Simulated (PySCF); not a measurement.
Species: [CrO3F]- (charge -1 and singlet state).
SMILES: `[O]=[Cr-](=[O])(=[O])[F]`

Level of theory: PySCF, TDDFT wB97X-D/def2-SVPD, vertical, gas phase, core orbitals frozen in the response. Isolated species at its PBE0-D3(BJ)/def2-SVP geometry, gas phase. The geometry's basis has no diffuse functions, a weakness for an anion.

Broadening: Gaussians 0.25 eV wide at half height, area fixed by f = 4.319×10⁻⁹ ∫ε dν̃. The width is an assumption, not a result. The curve ends short of the highest state used, and states not computed would add to its high-energy end.

(λ (nm), ε (L mol⁻¹ cm⁻¹)): (241.8, 292), (245.4, 481), (249.1, 498), (252.7, 325), (256.4, 136), (260.1, 41), (263.7, 29), (267.4, 101), (271.0, 309), (274.7, 692), (278.3, 1116), (282.0, 1393), (285.6, 1406), (289.3, 1210), (293.0, 917), (296.6, 620), (300.3, 360), (303.9, 181), (307.6, 76), (311.2, 27), (314.9, 8), (318.6, 2), (322.2, 1), (325.9, 3), (329.5, 8), (333.2, 22), (336.8, 47), (340.5, 89), (344.1, 143), (347.8, 201), (351.5, 249), (355.1, 271), (358.8, 263), (362.4, 230), (366.1, 181), (369.7, 130), (373.4, 85), (377.1, 51), (380.7, 28), (384.4, 14), (388.0, 7), (391.7, 3), (395.3, 1), (399.0, 1)

Question: Locate the maxima and give the states behind the curve.

Answer: 356 nm (3.48 eV), ε about 270, made up of S1 (50%) and S2 (50%); 284 nm (4.37 eV), ε about 1400, made up of S4 (22%), S5 (39%) and S6 (39%); 247 nm (5.01 eV), ε about 520, made up of S8 (50%) and S9 (50%) (ε in L mol⁻¹ cm⁻¹; maxima over ε = 5, shares over 10%). The states used: S1 3.48 eV (f 0.0013); S2 3.48 eV (f 0.0013); S3 4.18 eV (f 0.0000); S4 4.25 eV (f 0.0055); S5 4.40 eV (f 0.0054); S6 4.40 eV (f 0.0054); S7 4.54 eV (f 0.0000); S8 5.01 eV (f 0.0024); S9 5.01 eV (f 0.0024); S10 5.48 eV (f 0.014); S11 5.48 eV (f 0.014); S12 5.62 eV (f 0.0000); S13 5.72 eV (f 0.0000); S14 5.73 eV (f 0.0000).

Question: What would ε be at 4.37 eV, the highest of these maxima, with half the width (0.125 eV)?

Answer: About 2060 L mol⁻¹ cm⁻¹ against 1430, a factor of about 1.4; a lone state at its own centre would give exactly 2.

Question: Does any computed singlet lie in the visible range?

Answer: No computed singlet lies in the visible range (380 to 750 nm); the lowest, at 356 nm, stands 0.22 eV above its violet end (3.26 eV); a Tamm–Dancoff triplet lies at 396 nm, without intensity as long as spin–orbit coupling is left out.

Question: Coming from long wavelengths, where does ε first pass 100 L mol⁻¹ cm⁻¹?

Answer: At about 372 nm (3.33 eV), 0.15 eV below S1.

No detachment energy is given for this anion; states above it aren't bound, and a finite basis only mimics them.
